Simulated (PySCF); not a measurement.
# Structure from NMR data

An unknown has the formula C₆H₁₄O₂Si. Its calculated NMR data are:

1H NMR (300 MHz, computed): δ 4.69 (m, 1H), 4.55 (m, 1H), 3.92 (m, 1H), 3.60 (m, 1H), 3.31 (m, 1H), 3.30 (s, 3H), 2.51 (m, 1H), 1.33 (m, 1H), 1.12 (d, 3H), -0.75 (br s, 1H).

13C{1H} NMR (computed): δ 77.4 (CH), 74.9 (CH), 59.9 (CH3), 36.3 (CH2), 32.9 (CH), 26.6 (CH3).

PySCF 2.14.0 with density-fitted response routines calculation with PBE0/pcSseg-1 with gauge-including orbitals and GFN2-xTB structure; relativity neglected, rapidly exchanging positions averaged, a single conformation, no solvent.

Scale: 1H, 13C against TMS (reference shieldings calculated alike).

Question: Which candidate is it?
A. CCC(=O)[SiH2]OC(C)C
B. CO[C@@H]1C[C@@H]([C@@H](C)O)[SiH2]1
C. CC(C)(C)C(=O)C[SiH2]O

Answer: B. 

- Rings plus π bonds: 1 (1 ring in the answer).
- 6 carbon signals for 6 carbons: no two carbons are equivalent.
- Carbon types of the structure: 3 × CH, 1 × CH2, 2 × CH3, leaving 3 H on heteroatoms.
- δC 77.4: sp3 CH bonded to O and Si; pulled downfield by the heteroatom.
- δC 74.9: sp3 CH bonded to O; the inductive effect lowers its shielding.
- δC 59.9: methyl carbon bonded to O; pulled downfield by the heteroatom.
- δC 26.6: methyl carbon; aliphatic region, no heteroatom directly attached.
- δH 3.30: hydrogen on a methyl carbon bonded to O; its carbon carries O, which withdraws density.

The others: CC(C)(C)C(=O)C[SiH2]O would give 4 carbon signals, not 6; CCC(=O)[SiH2]OC(C)C would give 5 carbon signals, not 6.

The OH or NH signal is concentration- and solvent-dependent in practice; the value given is the gas-phase one. Shifts are as computed. Against solution values, carbons near 30 ppm lie about +3 ppm off and those near 130 ppm about +5 ppm. Of 1309 compounds with measured shifts, 239 miss one by over three times the rms of a fit or turn the order of signals round; such compounds aren't used in these exercises. No couplings were computed; multiplicities are counted from neighbouring protons, with m where these are inequivalent, close in shift, in a saturated or five-membered ring or joined by F or P, and br s for small geminal =CH2 splittings.
